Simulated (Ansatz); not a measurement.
One step, two centres

Four-centre ligand exchange, with the central atom changed down its group and all else kept; in the first member these bonds form or tighten: B–O, H–N; these break or loosen: B–N, H–O.

Gas-phase electronic energies, without zero-point energy, by CCSD(T) at an estimated basis limit (MP2 extrapolated from triple and quadruple zeta, plus CCSD(T) − MP2 in triple zeta); Ansatz 0.2.0, def2-TZVPP and QZVPP, frozen cores, on PBE0-D4/def2-TZVP structures. Extrapolation: Hartree–Fock as exp(−7.88 √X), correlation as X^−2.97. All energies, in kJ/mol, count from the separated reactants, without counterpoise correction; the start and end structures are the complexes reached by relaxing down from the saddle, and deeper ones may exist. Brackets give SMILES, or, where every atom is bracketed, only which atoms are joined. Steps whose reference was doubtful or whose search ended elsewhere are left out.

| reactants | products | start structure | saddle | end structure | saddle by PBE0-D4/TZ |
| --- | --- | --- | --- | --- | --- |
| BNH₂Cl₂ ([NH2][B]([Cl])[Cl]) + H₂O | BHCl₂O ([OH][B]([Cl])[Cl]) + NH₃, still joined by a dative B–N bond | -11.3 | 57.2 | -83.0 | 40.8 |
| AlNH₂Cl₂ ([NH2][Al]([Cl])[Cl]) + H₂O | AlHCl₂O ([OH][Al]([Cl])[Cl]) + NH₃, still joined by a dative Al–N bond | -96.7 | ? | -192.4 | -87.7 |

What is the height of the saddle for AlNH₂Cl₂ ([NH2][Al]([Cl])[Cl]) + H₂O? (To be estimated.)

By the calculation: -73.1 kJ/mol relative to the separated reactants, the lower of the two; above its start structure the barrier is -73.1 − (-96.7) ≈ 23.6 kJ/mol.

For which rows does the start complex face a lower barrier to react than to fall apart again?

Where the saddle lies below the separated reactants: AlNH₂Cl₂ ([NH2][Al]([Cl])[Cl]) + H₂O. In the others it is easier, by energy, to separate; entropy favours separation further in all rows.

Aluminium, larger and more positive than boron, binds the incoming molecule more strongly, and well and saddle both drop.

How do the PBE0-D4 saddles lie against the coupled-cluster estimate?

Both lower, by 14.6 to 16.5 kJ/mol.

This is the kind of ligand exchange by which a precursor binds to a hydroxyl group, or is hydrolysed, in atomic layer deposition of oxides.

No T1 diagnostic of these runs exceeds 0.011.

For scale, one of the runs: CCSD(T)/def2-TZVPP, 244 basis functions (an equivalent command: `ansatz run in.yaml --threads 4`). Time: 2.3 min of wall clock on 4 CPU threads; the host was shared. Peak host memory: 4.6 GiB.
